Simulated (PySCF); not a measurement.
From results back to the method.

Compound: C₂H₆Cl₂Si.
SMILES: `ClC[SiH2]CCl`

The closed-shell ground state was solved 7 times with PySCF (density fitting, gas phase), always in the pcSseg-2 basis (285 functions), with these functionals: B97-2, BHandHLYP, CAM-B3LYP, HF, LC-wPBE, PBE and wB97X-D. Geometry: PBE0-D3(BJ)/def2-SVP, one conformer, isolated molecule.

```tsv
row	total energy (Eh)	HOMO (eV)	LUMO (eV)	dipole (D)
P	-1289.4262	-10.82	1.84	2.20
Q	-1289.1761	-6.75	-1.16	2.05
R	-1289.8657	-7.83	-0.25	2.14
S	-1287.2406	-11.22	2.33	2.38
T	-1289.7550	-9.30	0.53	2.23
U	-1289.8012	-9.44	0.67	2.18
V	-1289.7812	-9.94	1.51	2.19
```

Q: Which functional belongs to which row?

A: P = LC-wPBE, Q = PBE, R = B97-2, S = HF, T = BHandHLYP, U = CAM-B3LYP, V = wB97X-D. By rising HOMO–LUMO gap: PBE (GGA) 5.59 eV; B97-2 (global hybrid, 21 % exact exchange) 7.58 eV; BHandHLYP (global hybrid, 50 % exact exchange) 9.83 eV; CAM-B3LYP (range-separated hybrid) 10.11 eV; wB97X-D (range-separated hybrid) 11.45 eV; LC-wPBE (range-separated hybrid) 12.66 eV; HF (all exact exchange) 13.55 eV. Total energies of different functionals aren't bounds to one another; each is stationary for its own functional.

Shape of the structure used: `[Cl:1][CH2:2][SiH2:3][CH2:4][Cl:5]`: Cl1–C2–Si3–C4 -56°, C2–Si3–C4–Cl5 180°.

wB97X-D is run here without its empirical dispersion term; that term would change no orbital, density or response property at a fixed geometry.
